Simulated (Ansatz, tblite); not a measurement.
Forces on Ga7P8H26⁺, a nanocrystal cut from zinc blende GaP (hydrogen-capped) at its r2SCAN-D4/def2-SVP geometry. Charge 1, multiplicity 1.

The xTB rows come from tblite. Single mean-field runs in def2-SVP are fitted with def2-universal-jkfit.

GFN2-xTB (tblite), largest force 0.91 eV/Å:

```xyz
41
positions Å, forces eV/Å
Ga   -2.628    0.617   -4.366    0.005   -0.025   -0.374
Ga   -4.164    0.659   -0.297   -0.520   -0.027    0.164
Ga   -0.214    1.889   -0.888    0.440    0.246   -0.121
Ga    0.562   -0.151    2.325   -0.079    0.004    0.229
Ga   -0.934   -2.106   -0.842    0.141   -0.266   -0.035
Ga    4.291    1.279    1.202    0.311    0.149    0.006
Ga    3.479   -2.938    1.370    0.206   -0.269   -0.001
P    -0.700    1.583   -3.212    0.395    0.195   -0.445
P    -2.391    2.225    0.090   -0.163    0.731    0.514
P     2.329    1.414    2.638   -0.035    0.657    0.528
P    -4.372    0.822   -2.665   -0.622    0.095   -0.288
P    -3.090   -1.426    0.095   -0.347   -0.546    0.391
P     0.336   -0.230   -0.032    0.458   -0.213   -0.282
P     1.624   -2.229    2.781   -0.281   -0.536    0.579
P     4.895   -1.006    1.684    0.624   -0.108    0.106
H    -3.008    1.639   -5.475    0.019   -0.111    0.024
H    -2.355   -0.907   -4.484   -0.040    0.070   -0.071
H    -5.455    0.946    0.517    0.010    0.021    0.046
H     0.732    3.086   -0.585    0.026    0.026    0.080
H    -0.778    0.147    3.069   -0.104    0.028   -0.006
H    -1.115   -1.975   -2.385    0.033   -0.014    0.048
H    -0.521   -3.380   -0.045    0.002    0.058   -0.065
H     5.365    2.255    1.759   -0.125   -0.051   -0.110
H     3.688    1.284   -0.241    0.025    0.107    0.014
H     2.907   -2.825   -0.079   -0.002   -0.100    0.024
H     4.130   -4.188    2.025   -0.089    0.083   -0.110
H    -0.433    2.847   -3.803    0.000   -0.535    0.200
H     0.441    0.887   -3.692   -0.389    0.354    0.145
H    -2.875    3.522   -0.228    0.206   -0.470    0.246
H    -2.231    2.384    1.491   -0.089    0.050   -0.514
H     1.750    2.705    2.523    0.232   -0.498    0.152
H     2.658    1.448    4.020   -0.208    0.102   -0.583
H    -5.099    2.027   -2.858    0.177   -0.512    0.037
H    -5.403   -0.094   -3.006    0.328    0.442    0.134
H    -4.074   -2.400   -0.222    0.378    0.381    0.240
H    -3.102   -1.571    1.508   -0.064   -0.031   -0.521
H     1.665   -0.429   -0.497   -0.461    0.084    0.212
H     0.603   -3.215    2.753    0.416    0.395    0.125
H     1.936   -2.273    4.167   -0.237   -0.073   -0.560
H     6.059   -1.260    0.912   -0.445    0.104    0.428
H     5.490   -1.063    2.973   -0.131    0.003   -0.587
```

HF/def2-SVP (Ansatz), largest force 1.26 eV/Å:

```
Ga -0.020 -0.126 -0.335
Ga -0.225 0.021 0.110
Ga 0.135 0.198 -0.058
Ga -0.142 -0.004 0.175
Ga 0.110 -0.305 -0.191
Ga 0.206 0.226 -0.177
Ga 0.096 -0.302 -0.147
P 0.894 0.409 -0.608
P -0.247 0.980 0.719
P -0.251 0.887 0.849
P -1.143 0.160 -0.266
P -0.750 -0.689 0.666
P 0.740 -0.040 -0.272
P -0.561 -0.656 0.922
P 1.148 -0.206 0.244
H -0.036 0.071 -0.156
H 0.001 -0.133 -0.098
H -0.116 0.015 0.070
H 0.086 0.097 0.030
H -0.134 0.035 0.092
H 0.015 -0.059 -0.142
H 0.045 -0.165 0.039
H 0.139 0.131 0.025
H -0.014 0.052 -0.185
H -0.033 -0.052 -0.187
H 0.083 -0.172 0.036
H -0.140 -0.299 0.161
H -0.310 0.124 0.128
H 0.128 -0.349 0.019
H -0.026 -0.086 -0.365
H 0.163 -0.342 -0.025
H -0.043 -0.072 -0.380
H 0.249 -0.262 0.039
H 0.302 0.179 0.074
H 0.272 0.238 0.017
H 0.072 0.058 -0.355
H -0.423 0.040 0.111
H 0.290 0.261 -0.042
H -0.013 0.043 -0.387
H -0.323 0.067 0.145
H -0.223 0.027 -0.294
```

PBE-D4/def2-SVP (Ansatz), largest force 0.24 eV/Å:

```
Ga 0.015 0.007 0.052
Ga 0.048 -0.017 -0.023
Ga -0.013 -0.051 -0.002
Ga 0.020 0.003 -0.012
Ga 0.010 0.047 0.015
Ga -0.022 -0.025 0.013
Ga -0.007 0.034 0.014
P -0.200 -0.078 0.116
P 0.052 -0.162 -0.132
P 0.060 -0.138 -0.125
P 0.233 -0.022 0.030
P 0.172 0.109 -0.126
P -0.124 -0.016 0.034
P 0.102 0.090 -0.132
P -0.203 0.032 -0.020
H -0.052 0.142 -0.140
H 0.043 -0.203 0.009
H -0.179 0.042 0.113
H 0.127 0.160 0.043
H -0.179 0.040 0.088
H -0.035 0.033 -0.203
H 0.056 -0.160 0.118
H 0.145 0.132 0.086
H -0.094 -0.011 -0.181
H -0.087 0.032 -0.188
H 0.088 -0.170 0.100
H 0.044 0.181 -0.085
H 0.164 -0.095 -0.068
H -0.068 0.181 -0.039
H 0.025 0.017 0.198
H -0.082 0.170 -0.017
H 0.038 0.009 0.185
H -0.109 0.169 -0.025
H -0.153 -0.129 -0.045
H -0.146 -0.139 -0.041
H -0.004 -0.017 0.204
H 0.172 -0.022 -0.061
H -0.139 -0.127 -0.006
H 0.032 -0.006 0.182
H 0.163 -0.036 -0.105
H 0.090 -0.010 0.172
```
